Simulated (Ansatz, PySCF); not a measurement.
System: CH$_{3}$Si (charge 0, doublet). It need not be the lowest isomer of its formula. SMILES: C[Si]
Coordinates optimised at B3LYP-D3(BJ)/def2-TZVP (Ansatz, an electronic-structure program):
```
C
H 1 1.0932
H 1 1.0932 2 109.47
H 1 1.1026 2 106.58 3 -114.91
Si 1 1.8983 2 114.66 4 -114.60
```
Charge 0, spin multiplicity 2.

Property: vertical ionisation energy (to the singlet state of charge +1; each state is the SCF solution reached for its spin; for the singlet the Hartree-Fock reference is unstable and T1 is 0.014), in eV. Correlated levels leave the core frozen unless marked. UHF or UKS for open shells. No spin-orbit coupling. No relativistic terms. CBS marks a two-point X^-3 extrapolation of the correlation energy; Hartree-Fock from the larger set. The bracket is a focal-point correction in the basis named.

```csv
level,program,vertical ionisation energy (eV),minus last row
HF/aug-cc-pV(T+d)Z,Ansatz,6.72,-0.43
HF/def2-TZVPPD,Ansatz,6.72,-0.43
HF/aug-cc-pV(Q+d)Z,Ansatz,6.73,-0.42
HF/def2-QZVPPD,Ansatz,6.73,-0.42
B3LYP/def2-TZVPD,Ansatz,7.16,0.01
BHLYP/def2-TZVPD,Ansatz,7.09,-0.06
wB97M-V/def2-TZVPD,Ansatz,6.91,-0.24
B2PLYP/def2-TZVPD,Ansatz,7.05,-0.10
MP2/aug-cc-pV(D+d)Z,Ansatz,6.93,-0.22
MP2/def2-SVPD,Ansatz,6.91,-0.24
MP2/aug-cc-pV(T+d)Z,Ansatz,7.02,-0.13
MP2/def2-TZVPPD,Ansatz,7.00,-0.15
RI-MP2/aug-cc-pV(Q+d)Z,Ansatz,7.04,-0.11
RI-MP2/def2-TZVPPD,Ansatz,7.00,-0.15
RI-MP2/def2-QZVPPD,Ansatz,7.03,-0.12
CCSD/aug-cc-pV(D+d)Z,Ansatz,6.98,-0.17
CCSD/def2-SVPD,Ansatz,6.97,-0.18
CCSD/aug-cc-pV(T+d)Z,Ansatz,7.08,-0.07
CCSD(T)/aug-cc-pV(T+d)Z,Ansatz,7.11,-0.04
CCSD(T)/def2-TZVPPD,Ansatz,7.10,-0.05
"RI-MP2/CBS(aug-cc-pV(T+d)Z,aug-cc-pV(Q+d)Z)+[CCSD(T)-MP2]/aug-cc-pV(T+d)Z",Ansatz,7.15,0.00
```

For comparison, minus the highest occupied orbital energy (PySCF): 5.07 eV at MN15/def2-TZVPD, 3.94 eV at BP86/def2-TZVPD, 4.81 eV at PW6B95/def2-TZVPD.
